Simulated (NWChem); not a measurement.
CdSiH$_{3}$Br; SMILES [Cd]([SiH3])[Br]

Results from NWChem. STO-3G and 3-21G are far too small for this property and stand as cheap habits. Coordinates come from a PBE0/def2-SVP optimisation. def2 effective core potentials on Cd; no spin-orbit coupling. Field at 589 nm.

Among these, which level gives the highest value of “isotropic polarisability (bohr³)”?
A) B3LYP/def2-SVP (core potentials)
B) B3LYP/STO-3G (all-electron, non-relativistic)
C) B3LYP/def2-SVPD (core potentials)

C, B3LYP/def2-SVPD (core potentials). Values: B3LYP/STO-3G (all-electron, non-relativistic) 40.9; B3LYP/def2-SVP (core potentials) 81.7; B3LYP/def2-SVPD (core potentials) 97.8
